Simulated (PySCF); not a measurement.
Si(F)2(Et)2, SMILES CC[Si](F)(F)CC (C4H10F2Si), GFN2-xTB optimised geometry.

```
17

C      1.68     0.89    -1.18
C      1.09     0.11     0.00
Si    -0.81     0.11     0.00
F     -1.35    -0.38    -1.43
F     -1.34     1.63     0.00
C     -1.69    -0.86     1.36
C     -1.31    -0.42     2.78
H      1.35     0.46    -2.12
H      1.35     1.93    -1.15
H      2.76     0.87    -1.14
H      1.46     0.54     0.93
H      1.46    -0.91    -0.03
H     -2.76    -0.74     1.23
H     -1.48    -1.93     1.26
H     -1.53     0.63     2.92
H     -0.26    -0.59     2.97
H     -1.88    -0.99     3.51
```

Density from PySCF with B3LYP/def2-SVP at that geometry.

Minimum of the electron density along straight lines between bonded atoms, close to the bond critical point (lines longer than 1.1 times the sum of covalent radii, or with two minima, are not listed):

| bond | length / Å | ρ at the minimum / e bohr⁻³ | ∇²ρ there / e bohr⁻⁵ | position (fraction from the first atom) |
|---|---|---|---|---|
| C1–C2 | 1.530 | 0.238 | -0.53 | 0.50 |
| C2–Si3 | 1.893 | 0.119 | 0.30 | 0.62 |
| Si3–F4 | 1.610 | 0.119 | 1.08 | 0.42 |
| Si3–F5 | 1.610 | 0.119 | 1.08 | 0.42 |
| Si3–C6 | 1.891 | 0.119 | 0.30 | 0.38 |
| C6–C7 | 1.529 | 0.239 | -0.53 | 0.50 |
| C1–H8 | 1.087 | 0.279 | -1.03 | 0.63 |
| C1–H9 | 1.087 | 0.279 | -1.03 | 0.63 |
| C1–H10 | 1.088 | 0.277 | -1.02 | 0.62 |
| C2–H11 | 1.091 | 0.272 | -0.96 | 0.62 |
| C2–H12 | 1.091 | 0.272 | -0.96 | 0.62 |
| C6–H13 | 1.092 | 0.272 | -0.97 | 0.62 |
| C6–H14 | 1.091 | 0.272 | -0.96 | 0.62 |
| C7–H15 | 1.087 | 0.279 | -1.03 | 0.63 |
| C7–H16 | 1.087 | 0.278 | -1.02 | 0.62 |
| C7–H17 | 1.088 | 0.278 | -1.02 | 0.63 |
